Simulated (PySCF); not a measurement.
## Vibration and rotation of HgC⁺

UHF-CCSD(T) constants of HgC⁺, ²Π (doublet), unpaired electrons π ↑ (PySCF, scalar-relativistic core potentials, basis sets Hg def2-SVP with ECP60, C def2-SVP; masses 201.9706 and 12.0000 u):

```
ωe            : 378.7 cm⁻¹
ωexe          : 2.12 cm⁻¹
Be            : 0.30458 cm⁻¹
αe            : 0.00310 cm⁻¹
De to Hg⁺ + C : 1.67 eV
```

(1) What force constant and bond length do these constants imply?

(2) Estimate the centrifugal constant D from the Kratzer relation and find the Dunham coefficient a1.

Correlated steps freeze 1 core orbital. Correlated levels converge slowly with the basis: in double zeta they bind strong bonds too weakly, by up to about 1 eV, and carry superposition errors of some tenths. These are scalar-relativistic numbers at best; spin–orbit coupling would shift them, the dissociation energy most. For an ion De counts to the pair picked by the measured ionisation energies or electron affinities, which need not be the lowest pair at this level. The state was picked by a PBE0 search and need not be the measured ground state.

Answers

(1) Reduced mass μred = 11.327 u; k = 5.8918×10⁻⁷·μred·ωe² (u, cm⁻¹, mdyn/Å) = 0.957 mdyn/Å; Re = √(16.8576/(μred·Be)) (u, cm⁻¹, Å) = 2.210 Å.

(2) D = 4Be³/ωe² = 7.88e-07 cm⁻¹; a1 = −1 − αeωe/(6Be²) = -3.11.
